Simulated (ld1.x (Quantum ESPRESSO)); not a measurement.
## What one change does to a pseudopotential (Cr, ultrasoft)

chromium, ultrasoft, made with ld1.x (Quantum ESPRESSO) 7.5 (PBE, scalar-relativistic). Core [Ne] 3s2, reference 3p6 3d5 4s1 4p0. Waves: 4s (bound): rcut 2.10, rcutus 2.65 bohr; 4s channel at 2.7 Ry: rcut 2.10, rcutus 2.65 bohr; 3p (bound): rcut 1.45, rcutus 1.70 bohr; 4p (bound, empty): rcut 1.45, rcutus 1.70 bohr; 3d (bound): rcut 1.30, rcutus 1.40 bohr; 3d channel at 0.2 Ry: rcut 1.30, rcutus 1.40 bohr. Local part: all-electron potential smoothed inside 1.75 bohr (lloc = -1). Core correction: none. Augmentation charge: PSQ, inside the norm-conserving radii.

All-electron outer shells of the reference configuration (PBE, scalar-relativistic, ld1.x):

```csv
shell,level (eV),outermost node (bohr),outermost maximum (bohr)
2p,-560.70,–,0.20
3s,-73.99,0.36,0.78
3p,-45.44,0.33,0.80
4s,-4.01,1.12,2.74
3d,-2.91,–,0.84
4p,-0.99,1.25,3.94
```

Change: local potential all-electron potential smoothed inside 1.20 bohr (lloc = -1).

Cutoffs: the cutoffs (Ry, on a coarse ladder) from which the occupation-weighted sum of valence levels, in a spherical-Bessel basis at the reference potential, stays within 10 and 1 mRy of its value at 400 Ry; they do not see the model core or the augmentation charge, which bear on the density cutoff. Errors are all-electron minus pseudo energies relative to the spin-unpolarised reference configuration.

Q: What does the change do?

A: A bound ghost appears in s, which as a rule spoils a file; the number of tests with a reliable result goes from 7 to 1 (the test run of the changed file stopped, so its transferability is not established); the range in which the p phases agree narrows (upper end 4.2 → 2.4). A state that the projectors do not describe sees the local part alone, so a deeper or shallower local part can create or remove a ghost.

```tsv
quantity	base	changed
cutoffs, loose and tight	50 Ry, 90 Ry	not determined
bound ghosts	none	s (p not tested, overlap not positive)
tests with a reliable result	7 of 7	1 of 7 (the test run stopped)
error for 3p6 3d5 4s0 4p0, meV [ΔE 6.90 eV]	-1.4	-30
s: phases at 2.90 bohr within 0.05 rad from the reference energy up to (Ry; the scan ends near 5)	to the end of the scan	4.2
p: phases at 2.90 bohr within 0.05 rad from the reference energy up to (Ry; the scan ends near 5)	4.2	2.4
d: phases at 2.90 bohr within 0.05 rad from the reference energy up to (Ry; the scan ends near 5)	to the end of the scan	to the end of the scan
lowest overlap eigenvalue by channel	s 0.68, p 0.11, d 0.89	s 0.32, p -2.00, d 0.91
```

Changed file: the overlap operator is not positive definite in a basis up to 400 Ry (lowest eigenvalue p -2.00), so the file is unfit for use: the generalised eigenproblem breaks down once the basis is large enough, and its test numbers describe a broken file. A true bound ghost makes a file unfit for plane-wave use even where its test errors are small: the radial tests pick states by their node count and pass the ghost by.
